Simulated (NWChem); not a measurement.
Molecule: CH$_{5}$BO$_{2}$; SMILES CB(O)O

```xyz
9

B     -0.0029     0.1163     0.0005
C     -0.0693    -1.4745     0.0027
H      0.4352    -1.8915    -0.8798
H     -1.0889    -1.8784     0.0097
H      0.4465    -1.8898     0.8794
O     -1.1123     0.9187    -0.0011
H     -1.9276     0.4014    -0.0009
O      1.1893     0.7933    -0.0003
H      1.9450     0.1917     0.0011
```
Atoms are numbered in this order, from 1.

Results from NWChem. Structure relaxed at the B3LYP/6-31G* (spherical d) level. Static field.

### Question
Estimate the computed values for PBE/def2-SVPD. Quantities: isotropic polarisability (bohr³); anisotropy (bohr³).

### Answer
The isotropic polarisability (bohr³) comes out as 38.2 and the anisotropy (bohr³) is 10.2.
